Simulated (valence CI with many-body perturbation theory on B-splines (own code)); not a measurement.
Au XXXVIII: E2, M1 decay

Computed by relativistic CI+MBPT: six valence electrons over a frozen Dirac-Fock core [Kr], radial functions for each j: 7 s, 7 p, 8 d, 6 f, 4 g, 1 h, with the one-electron correlation potential Σ1 (screened to all orders), the two-electron term Σ2, the three-electron term Σ3, Breit, model QED; selected single and double excitations, second order for the rest, scaled by the run's own slope (own B-spline code, finite nucleus).

No measured spectrum was set against this ion. As an estimate, large intervals hold to a few tenths of a per cent, small ones and those within an open d or f shell to about a per cent. Core correlation moves these levels by up to 9800 cm⁻¹, and in measured spectra 5 to 20 % of such shifts remained as error; rates that hang on mixing are uncertain with them. Among the levels kept, up to 730 cm⁻¹ of a level comes from second order outside the variational space, and about a tenth of that is noise between levels of different J, which matters for small intervals. Only levels of the ground parity were solved; by the run's estimate the other parity begins above the list, which can be wrong where configurations are misplaced.

Lines 51 to 100 of 113 in falling wavelength, among levels below 107.22 eV, chosen from the decays that carry over 1 % of a level's rate. Wavelengths and rates use the calculated energies. Electric multipoles are in the length gauge with retardation, E1 and E2 with the static RPA response of the core. M1 uses the relativistic operator with retardation. Weak lines are less certain than strong ones. Lines between different terms over intervals too small for the method are left out, as are lines whose strength nearly cancels. The highest levels of a list are the least certain.

Levels are named by their leading jj configuration (3d3/2^4 stands for four electrons in 3d with j = 3/2), which in mixed levels can hold well under half, so a name can repeat and another be missing. Letters in brackets count levels of one name in rising energy.

| λ vac (Å) | Upper | Lower | Type | A (s⁻¹) | Branch % |
| --- | --- | --- | --- | --- | --- |
| 486.1 | (4d3/2^2 4d5/2^4) J=2 [c] | (4d3/2^3 4d5/2^3) J=2 [b] | M1 | 8.36e+04 | 34.6 |
| 482.6 | (4d3/2 4d5/2^5) J=4 | (4d3/2^2 4d5/2^4) J=3 [b] | M1 | 6.04e+04 | 15.3 |
| 480.8 | (4d3/2^2 4d5/2^4) J=2 [c] | (4d3/2^3 4d5/2^3) J=1 [b] | M1 | 4.08e+04 | 16.9 |
| 479.1 | (4d3/2 4d5/2^5) J=1 | (4d3/2^2 4d5/2^4) J=0 [a] | M1 | 1.11e+05 | 19.3 |
| 478.9 | (4d3/2^3 4d5/2^3) J=5 | (4d3/2^4 4d5/2^2) J=4 | M1 | 2.96e+04 | 99.2 |
| 476.3 | (4d3/2^2 4d5/2^4) J=4 [b] | (4d3/2^3 4d5/2^3) J=3 [b] | M1 | 2.34e+04 | 17.4 |
| 476.1 | (4d3/2^3 4d5/2^3) J=3 [b] | (4d3/2^4 4d5/2^2) J=2 | M1 | 1.28e+04 | 19.6 |
| 475.6 | (4d3/2^2 4d5/2^4) J=6 | (4d3/2^3 4d5/2^3) J=6 | M1 | 6.46e+04 | 69.7 |
| 473.5 | (4d3/2^3 4d5/2^3) J=6 | (4d3/2^4 4d5/2^2) J=4 | E2 | 5.00e+00 | 98.4 |
| 472.5 | (4d3/2^2 4d5/2^4) J=2 [b] | (4d3/2^3 4d5/2^3) J=3 [b] | M1 | 4.06e+04 | 26.5 |
| 472.0 | (4d3/2^2 4d5/2^4) J=4 [a] | (4d3/2^3 4d5/2^3) J=4 [a] | M1 | 2.13e+05 | 79.8 |
| 471.7 | (4d3/2 4d5/2^5) J=3 | (4d3/2^2 4d5/2^4) J=4 [b] | M1 | 4.06e+04 | 11.8 |
| 470.7 | (4d3/2^2 4d5/2^4) J=4 [c] | (4d3/2^3 4d5/2^3) J=3 [c] | M1 | 6.49e+04 | 41.5 |
| 470.2 | (4d3/2^2 4d5/2^4) J=6 | (4d3/2^3 4d5/2^3) J=5 | M1 | 2.80e+04 | 30.2 |
| 461.7 | (4d3/2 4d5/2^5) J=2 | (4d3/2^2 4d5/2^4) J=1 | M1 | 1.02e+05 | 27.4 |
| 460.8 | (4d3/2^2 4d5/2^4) J=2 [b] | (4d3/2^3 4d5/2^3) J=2 [a] | M1 | 7.34e+04 | 47.8 |
| 456.8 | (4d3/2^2 4d5/2^4) J=4 [c] | (4d3/2^3 4d5/2^3) J=4 [b] | M1 | 4.84e+04 | 31.0 |
| 456.3 | (4d3/2^2 4d5/2^4) J=4 [a] | (4d3/2^3 4d5/2^3) J=3 [a] | M1 | 3.06e+03 | 1.1 |
| 455.6 | (4d3/2 4d5/2^5) J=1 | (4d3/2^2 4d5/2^4) J=2 [a] | M1 | 4.50e+05 | 78.5 |
| 453.5 | (4d3/2^2 4d5/2^4) J=3 [a] | (4d3/2^3 4d5/2^3) J=4 [a] | M1 | 8.74e+04 | 35.8 |
| 442.7 | (4d3/2 4d5/2^5) J=4 | (4d3/2^2 4d5/2^4) J=5 | M1 | 1.22e+05 | 30.9 |
| 441.1 | (4d3/2^2 4d5/2^4) J=5 | (4d3/2^3 4d5/2^3) J=4 [a] | M1 | 8.03e+03 | 5.5 |
| 439.0 | (4d3/2^2 4d5/2^4) J=3 [a] | (4d3/2^3 4d5/2^3) J=3 [a] | M1 | 1.04e+05 | 42.8 |
| 435.3 | (4d3/2 4d5/2^5) J=3 | (4d3/2^2 4d5/2^4) J=3 [b] | M1 | 4.17e+04 | 12.1 |
| 430.8 | (4d3/2 4d5/2^5) J=4 | (4d3/2^2 4d5/2^4) J=3 [a] | M1 | 4.21e+03 | 1.1 |
| 427.2 | (4d3/2^3 4d5/2^3) J=3 [b] | (4d3/2^4 4d5/2^2) J=4 | M1 | 5.08e+04 | 77.9 |
| 425.1 | (4d3/2^2 4d5/2^4) J=4 [b] | (4d3/2^3 4d5/2^3) J=5 | M1 | 9.17e+04 | 68.2 |
| 420.7 | (4d3/2^3 4d5/2^3) J=0 | (4d3/2^4 4d5/2^2) J=2 | E2 | 5.69e+02 | 11.2 |
| 415.4 | (4d3/2 4d5/2^5) J=4 | (4d3/2^2 4d5/2^4) J=4 [a] | M1 | 2.06e+05 | 52.3 |
| 410.8 | (4d5/2^6) J=0 | (4d3/2 4d5/2^5) J=1 | M1 | 7.42e+05 | 99.4 |
| 410.5 | (4d3/2^2 4d5/2^4) J=1 | (4d3/2^3 4d5/2^3) J=1 [a] | M1 | 7.82e+04 | 38.4 |
| 407.5 | (4d3/2^2 4d5/2^4) J=3 [b] | (4d3/2^3 4d5/2^3) J=4 [a] | M1 | 1.79e+04 | 10.8 |
| 402.8 | (4d3/2 4d5/2^5) J=2 | (4d3/2^2 4d5/2^4) J=3 [a] | M1 | 1.40e+05 | 37.5 |
| 400.7 | (4d3/2^2 4d5/2^4) J=2 [c] | (4d3/2^3 4d5/2^3) J=3 [b] | M1 | 1.02e+04 | 4.2 |
| 397.4 | (4d3/2^3 4d5/2^3) J=1 [b] | (4d3/2^4 4d5/2^2) J=2 | M1 | 7.47e+03 | 11.3 |
| 393.9 | (4d3/2^3 4d5/2^3) J=2 [b] | (4d3/2^4 4d5/2^2) J=2 | M1 | 1.57e+04 | 73.9 |
| 392.7 | (4d3/2 4d5/2^5) J=3 | (4d3/2^2 4d5/2^4) J=3 [a] | M1 | 1.33e+05 | 38.6 |
| 392.2 | (4d3/2^2 4d5/2^4) J=2 [c] | (4d3/2^3 4d5/2^3) J=2 [a] | M1 | 1.12e+04 | 4.6 |
| 390.3 | (4d3/2^2 4d5/2^4) J=2 [b] | (4d3/2^3 4d5/2^3) J=1 [a] | M1 | 1.76e+03 | 1.1 |
| 382.4 | (4d3/2^3 4d5/2^3) J=3 [c] | (4d3/2^4 4d5/2^2) J=2 | M1 | 2.19e+04 | 49.7 |
| 379.8 | (4d3/2 4d5/2^5) J=3 | (4d3/2^2 4d5/2^4) J=4 [a] | M1 | 2.89e+04 | 8.4 |
| 379.0 | (4d3/2^2 4d5/2^4) J=4 [c] | (4d3/2^3 4d5/2^3) J=3 [b] | M1 | 1.77e+03 | 1.1 |
| 372.0 | (4d3/2^2 4d5/2^4) J=2 [d] | (4d3/2^3 4d5/2^3) J=3 [c] | M1 | 3.94e+04 | 26.4 |
| 369.8 | (4d3/2^2 4d5/2^4) J=4 [b] | (4d3/2^3 4d5/2^3) J=3 [a] | M1 | 1.08e+04 | 8.0 |
| 367.5 | (4d3/2^2 4d5/2^4) J=2 [b] | (4d3/2^3 4d5/2^3) J=3 [a] | M1 | 2.66e+04 | 17.3 |
| 361.8 | (4d3/2^2 4d5/2^4) J=2 [d] | (4d3/2^3 4d5/2^3) J=2 [b] | M1 | 7.35e+03 | 4.9 |
| 359.8 | (4d3/2^3 4d5/2^3) J=2 [b] | (4d3/2^4 4d5/2^2) J=4 | E2 | 2.24e+02 | 1.1 |
| 358.9 | (4d3/2^2 4d5/2^4) J=2 [d] | (4d3/2^3 4d5/2^3) J=1 [b] | M1 | 4.56e+04 | 30.5 |
| 358.4 | (4d3/2^3 4d5/2^3) J=4 [b] | (4d3/2^4 4d5/2^2) J=4 | M1 | 2.78e+03 | 56.5 |
| 358.4 | (4d3/2^3 4d5/2^3) J=4 [b] | (4d3/2^4 4d5/2^2) J=4 | E2 | 1.32e+02 | 2.7 |
